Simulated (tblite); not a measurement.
Species: C7H8N2O.
Cartesian coordinates in Å at the GFN2-xTB level; atoms count from 1:
```xyz
18
C7H8N2O angstrom
C      2.6776   -0.7213    0.5986
C      1.9682   -0.0112   -0.2559
C      0.7850   -0.5526   -1.0097
N     -0.3966    0.2111   -0.6961
N     -0.7241    1.2540   -1.4221
C     -1.8021    1.7919   -0.8638
C     -2.1794    1.0729    0.2638
C     -1.2421    0.0417    0.3585
C     -1.1822   -1.0303    1.3222
O     -0.3807   -1.9351    1.3502
H      3.5209   -0.3032    1.1213
H      2.4410   -1.7507    0.8093
H      2.1945    1.0281   -0.4543
H      0.6144   -1.5984   -0.7478
H      0.9506   -0.4486   -2.0861
H     -2.2571    2.6609   -1.2946
H     -3.0060    1.2579    0.9187
H     -1.9904   -0.9607    2.0761
```

All values are computed: GFN2-xTB (tblite) harmonic vibrations without scaling, gas phase. This tight-binding method is rough: wavenumbers can miss measured ones by several per cent, in bad cases by 10 to 20. One conformer, not necessarily the lowest.

Harmonic wavenumbers (cm⁻¹): 36.8, 57.1, 100.3, 148.3, 204.0, 246.5, 328.6, 354.1, 400.4, 493.7, 601.6, 614.0, 659.2, 742.2, 793.6, 811.2, 851.3, 903.2, 910.1, 915.2, 916.1, 964.2, 1022.3, 1050.1, 1082.1, 1133.8, 1181.4, 1209.8, 1265.8, 1303.5, 1337.5, 1340.7, 1382.8, 1401.4, 1407.7, 1416.3, 1445.2, 1507.5, 1717.0, 1727.3, 2771.5, 2964.3, 2995.9, 3064.5, 3107.3, 3135.9, 3175.8, 3186.7.

A = 2073, B = 1238, C = 857.0 MHz; mass 136.064 u (most abundant isotopes); point group C1, symmetry number 1.

**Question.** What is the zero-point energy?

**Answer.** Half the sum of the wavenumbers: 30193 cm⁻¹ = 361.19 kJ/mol.

**Question.** Give the ideal-gas entropy at 350 K and 1 bar in the rigid-rotor, harmonic-oscillator model (classical rotation).

**Answer.** Translation 173.46, rotation 124.88, vibration 134.89: S = 433.2 J/(mol K).

**Question.** And Cp and H(350 K) − H(0)?

**Answer.** Cp = 173.01 J/(mol K), of which vibrations give 139.75 (their classical limit is 48 R = 399.1); H(350 K) − H(0) = 35.73 kJ/mol without the zero-point energy, 24.09 from vibrations.

**Question.** Blend soft modes into free rotors: weight 1/[1 + (100 cm⁻¹/ν̃)⁴] for the oscillator and the rest for a rotor with moment μB/(μ + B), μ = h/(8π²ν), B = 10⁻⁴⁴ kg m². What vibrational entropy results?

**Answer.** 121.03 J/(mol K) in place of 134.89, which changes −T·S at 350 K by +4.85 kJ/mol.

**Question.** What must be added to the electronic energy to get the Gibbs energy at 350 K and 1 bar?

**Answer.** ZPE + [H(350 K) − H(0)] − T·S = 361.19 + 35.73 − 151.63 = 245.29 kJ/mol.

**Question.** How do the functions run with temperature in this model?

**Answer.** 
```tsv
T (K)	S (J/(mol K))	Cp (J/(mol K))	H − H(0) (kJ/mol)	G − H(0) (kJ/mol)	ln q(vib)
100	293.9	74.0	5.41	-23.98	1.97
200	355.9	109.8	14.57	-56.62	4.41
300	408.2	151.7	27.61	-94.87	6.77
500	504.8	229.2	66.07	-186.33	11.51
800	630.0	301.9	146.82	-357.15	18.50
1000	700.7	331.9	210.36	-490.37	22.90
```

q(vib) and H(0) count from the zero-point level.

**Question.** Which modes carry the vibrational entropy at 350 K?

**Answer.** 36.8 cm⁻¹: 24.03; 57.1 cm⁻¹: 20.38; 100.3 cm⁻¹: 15.74; 148.3 cm⁻¹: 12.56; 204.0 cm⁻¹: 10.02; 246.5 cm⁻¹: 8.55 J/(mol K); the other 42 give 43.61 together.

Hindered rotation and anharmonicity are outside this model. Other conformers, if any are populated, would add a mixing term that is left out. The structure is chiral; the term R ln 2 for an equal mix with its mirror image is left out.
